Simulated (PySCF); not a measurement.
# Static response to an electric field

Species: C5H10FP.
Geometry (GFN2-xTB, Å), atoms numbered from 1 in this order:
```xyz
17
C5H10FP angstrom
C     -0.6835    0.0894    1.4484
C     -0.0978   -0.0499    0.0355
C     -1.1184   -0.7347   -0.8854
C      0.2426    1.3307   -0.5166
C      1.1129   -0.9432    0.1261
F      0.7897   -2.1680    0.6195
P      2.7399   -0.7646   -0.2399
H      0.0350    0.5676    2.1112
H     -1.5862    0.6947    1.4194
H     -0.9340   -0.8861    1.8579
H     -2.0253   -0.1378   -0.9444
H     -1.3769   -1.7207   -0.5069
H     -0.7095   -0.8459   -1.8877
H      0.9584    1.8407    0.1259
H      0.6522    1.2559   -1.5225
H     -0.6606    1.9348   -0.5633
H      2.6546    0.5491   -0.6872
```

Level: CAM-B3LYP/def2-SVPD (PySCF), static field, nuclei fixed, core orbitals frozen in the response. The polarisability tensor in these axes (au):

```
x   107.13  -1.34  -5.58
y    -1.34  79.83  -1.61
z    -5.58  -1.61  76.19
```

Problem. What are the eigenvalues, a third of the trace, and Δα (Δα² = ½Σ(αi − αj)² over the three pairs)?

Solution. Principal values 74.58, 80.43 and 108.15 au; mean 87.72 au = 13.00 Å³ = 14.46 × 10⁻⁴⁰ C²·m²/J; Δα = 31.06 au (35 % of the mean).

Problem. What is the dipole moment, and where does it point?

Solution. (-1.43, 1.94, -0.42) D, 2.44 D in size, pointing from the negative to the positive side. Measured along this direction, the outermost atoms are F6 at the negative end and H16 at the positive end.

Problem. Give the eigenvalues of the traceless quadrupole moment Θ = ½Σq(3rr − r²1), origin at the centre of nuclear charge.

Solution. -3.44, 1.34, 2.10 D·Å. The values depend on the origin, since the dipole doesn't vanish. The electronic extent ⟨r²⟩ about the same centre is 973 bohr², a root-mean-square distance of 2.06 Å for the 64 electrons.

Problem. Give the principal axes and the span of the nuclei along them.

Solution. Largest value along (0.98, -0.04, -0.17), where the nuclei span 4.60 Å; middle along (-0.02, 0.94, -0.33), 4.29 Å; least along (0.17, 0.33, 0.93), 4.31 Å. 

Problem. In a dilute gas of rigid molecules at 273 K, how does the orientational term μ²/3kT compare with the electronic polarisability?

Solution. In Gaussian units μ²/3kT = 52.85 Å³ against 13.00 Å³, a ratio of 4.07; the Debye molar polarisation (4π/3)N_A(α + μ²/3kT) is 166.1 cm³/mol, leaving out the vibrational part.

Problem. Rayleigh depolarisation ratio (linearly polarised light, static tensor)?

Solution. ρ = 3Δα²/(45ᾱ² + 4Δα²) = 2893.5/(346271 + 3858.0) = 0.00826.

Isolated species at its GFN2-xTB geometry, gas phase.
